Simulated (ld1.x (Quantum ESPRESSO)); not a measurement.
The numbers below are computed, except where a source is named.
Potentials for Ga (Z = 31) compared

Generated with ld1.x 7.5 (TM, RRKJ, ultrasoft, PAW), atompaw 4.2 or ONCVPSP 4.0.1. The cutoff is in Ry: for ld1.x and atompaw files where the sum of valence levels is converged to 10 mRy in a Bessel basis, for ONCV files where the hardest occupied wave has 1 mHa per electron of residual kinetic energy. The error is the largest all-electron minus pseudo excitation energy over each file’s own four to seven test configurations (ionisations up to +4, promotions, holes and added fractions of an electron), all of which were solved. The labels leave out finer settings (local radius, basis sizes, second energies), which also bear on the numbers. Spin-polarised tests are not counted. The rows are a selection from randomly drawn settings: files with unsolved tests, undetermined cutoffs or missed reference levels are left out.

A true bound ghost makes a file unfit for plane-wave use even where its test errors are small: the radial tests pick states by their node count and pass the ghost by.

| potential | cutoff (Ry) | largest error (meV) | bound ghosts |
| --- | --- | --- | --- |
| ultrasoft, PBE, scalar-relativistic, rc 1.90/2.30/1.05 (spd), local smoothed, core correction no, reference 3d10 4s0 4p0 | 140 | +277 | s |
| ultrasoft, PBE, scalar-relativistic, rc 1.95/2.50 (sp), local smoothed, core correction yes, reference 4s1 4p0 | 6 | -148 | none |
| TM, PBE, scalar-relativistic, rc 1.90/2.65 (sp), local smoothed, core correction no, reference 4s2 4p1 | 12 | +176 | none |
| TM, PBEsol, fully relativistic, rc 2.10/1.90 (sp), local smoothed, core correction no, reference 4s2 4p1 | 12 | +59 | none |

Problem. Fill in the row for Ga: TM, PBE, fully relativistic, rc 1.90/2.50 (sp), local smoothed, core correction no, reference 4s2 4p1.

Solution. cutoff 15 Ry, largest error +88 meV, bound ghosts: none.

Problem. Fill in the row for Ga: PAW, LDA (PZ), scalar-relativistic, rc 1.95/2.55/2.30 (spd), local d, core correction yes, reference 4s1.75 4p1.25.

Solution. cutoff 6 Ry, largest error -174 meV, bound ghosts: none.

Problem. Fill in the row for Ga: TM, LDA (PZ), scalar-relativistic, rc 2.00/2.55 (sp), local smoothed, core correction yes, reference 4s2 4p0.5.

Solution. cutoff 15 Ry, largest error -148 meV, bound ghosts: none.
